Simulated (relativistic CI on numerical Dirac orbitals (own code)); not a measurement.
**d7 in a ligand field**

Computed with a parametric ligand-field model of a d^n configuration (Racah B and C, spin-orbit zeta, crystal field), exact diagonalisation.

Field parameters in Wybourne normalisation: Oh B⁴₀ = 21Dq, B⁴₄ = √(5/14) B⁴₀. The field is a parameter set, without covalency, and values of 10Dq over about 45,000 cm⁻¹ lie beyond real compounds.

B = 1110 cm⁻¹, C = 4740 cm⁻¹ (C/B = 4.27), Oh, no spin-orbit coupling. Tanabe-Sugano data, E/B above the lowest term (Δ = |10Dq|; b, c mark the second and third term of a kind):

```
 Δ/B    4T1    4T2     4A2  4T1(b)     2E    2T1    2T2  2T1(b)
 1.0   0.00   0.81    1.81   15.62  17.13  17.39  17.20   22.02
 5.0   0.00   4.22    9.22   18.44  14.73  18.15  18.15   22.74
 9.0   0.00   7.82   16.82   21.63  11.06  18.12  18.47   23.25
13.0   0.00  11.53   24.53   25.06   7.22  17.99  18.56   23.60
17.0   0.00  15.32   32.32   28.64   3.32  17.86  18.57   23.84
21.0   0.60  19.76   40.76   32.91   0.00  18.35  19.15   24.61
25.0   4.54  27.57   52.57   40.60   0.00  22.20  23.06   28.68
29.0   8.49  35.42   64.42   48.34   0.00  26.07  26.99   32.72
33.0  12.45  43.29   76.29   56.13   0.00  29.96  30.92   36.75
37.0  16.41  51.18   88.18   63.95   0.00  33.87  34.86   40.78
41.0  20.38  59.09  100.09   71.80   0.00  37.79  38.81   44.79
45.0  24.35  67.01  112.01   79.67   0.00  41.72  42.76   48.80
```

The ground term changes from 4T1 to 2E between Δ/B = 17.0 and 21.0.
